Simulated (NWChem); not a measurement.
Species: Si2NH6Cl; SMILES N[Si@H](Cl)[SiH3]

```xyz
10

N     -1.9313     0.3141    -0.4000
Si    -0.4636     0.0889     0.4779
Si     0.5192    -1.9396    -0.1727
Cl     0.9789     1.6125     0.1985
H     -1.9385     0.2082    -1.4083
H     -2.5776     1.0414    -0.1125
H     -0.8161     0.1642     1.9165
H      1.8579    -2.0979     0.4546
H      0.6743    -1.9687    -1.6540
H     -0.3453    -3.0813     0.2351
```
Atoms are numbered in this order, from 1.

Results from NWChem. Pople sets run with spherical d functions. All runs use the structure optimised with B3LYP/6-31G* (spherical d). Level: PBE0/6-31+G*; rows give the wavelength of the field.

```tsv
field	isotropic polarisability (bohr³)	anisotropy (bohr³)
static	71.9	18.1
1065 nm	72.8	18.6
589 nm	74.8	19.7
```
